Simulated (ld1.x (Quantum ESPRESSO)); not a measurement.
## Before and after: RRKJ potential for arsenic

* Element: As
* Generator: ld1.x (Quantum ESPRESSO) 7.5
* Type: norm-conserving RRKJ (Kleinman–Bylander form)
* Functional: LDA (PZ)
* Relativity: scalar-relativistic
* Frozen core: [Ar] 3d10
* Valence charge: 5
* Reference configuration: 4s1.5 4p3.5
* Partial waves: 4p (bound): rc 1.35 bohr; 4s (bound): rc 1.25 bohr
* Local potential: the s channel
* Core correction: none

All-electron outer shells of the reference configuration (LDA (PZ), scalar-relativistic, ld1.x):

| shell | level (eV) | outermost node (bohr) | outermost maximum (bohr) |
| --- | --- | --- | --- |
| 3p | -134.26 | 0.22 | 0.52 |
| 3d | -41.72 | – | 0.47 |
| 4s | -15.16 | 0.73 | 1.59 |
| 4p | -5.67 | 0.78 | 1.95 |

Change: functional PBE.

Cutoffs: the cutoffs (Ry, on a coarse ladder) from which the occupation-weighted sum of valence levels, in a spherical-Bessel basis at the reference potential, stays within 10 and 1 mRy of its value at 400 Ry; they do not see the model core or the augmentation charge, which bear on the density cutoff. Errors are all-electron minus pseudo energies relative to the spin-unpolarised reference configuration.

Q: How do hardness, ghosts and transferability respond?

A: The potential gets softer (70 Ry and 140 Ry → 70 Ry and 120 Ry); both files keep a bound ghost (p); the number of tests with a reliable result goes from 9 to 7; of the 7 tests that both files solve, the error grows in 4 and shrinks in 2 by more than 15 % and 0.3 meV (median size 2.1 → 2.5 meV).

| quantity | base | changed |
| --- | --- | --- |
| cutoff, loose | 70 Ry | 70 Ry |
| cutoff, tight | 140 Ry | 120 Ry |
| loose cutoff by channel (10 mRy a level) | p 50 Ry, s 45 Ry | p 50 Ry, s 40 Ry |
| bound ghosts | p | p |
| error for 4s2 4p3, meV [ΔE -4.71 → -4.68 eV] | +2.2 | +2.7 |
| error for 4s2 4p2, meV [ΔE 4.62 → 4.47 eV] | +2.0 | -1.1 |
| error for 4s2 4p1, meV [ΔE 22.78 → 22.39 eV] | +12 | -22 |
| error for 4s2 4p3.3, meV [ΔE -5.99 → -5.91 eV] | +1.9 | +1.9 |
| error for 4s1 4p4, meV [ΔE 4.77 → 4.74 eV] | +1.6 | +2.2 |
| error for 4s2 4p2.5, meV [ΔE -1.07 → -1.12 eV] | +2.1 | +2.5 |
| error for 4s2 4p0, meV [ΔE 50.82 → 50.09 eV] | +89 | -34 |
| s: phases at 1.51 bohr within 0.05 rad from the reference energy up to (Ry; the scan ends near 5) | 1.7 | 1.8 |
| p: phases at 1.51 bohr within 0.05 rad from the reference energy up to (Ry; the scan ends near 5) | 1.1 | 1.2 |

 A true bound ghost makes a file unfit for plane-wave use even where its test errors are small: the radial tests pick states by their node count and pass the ghost by.
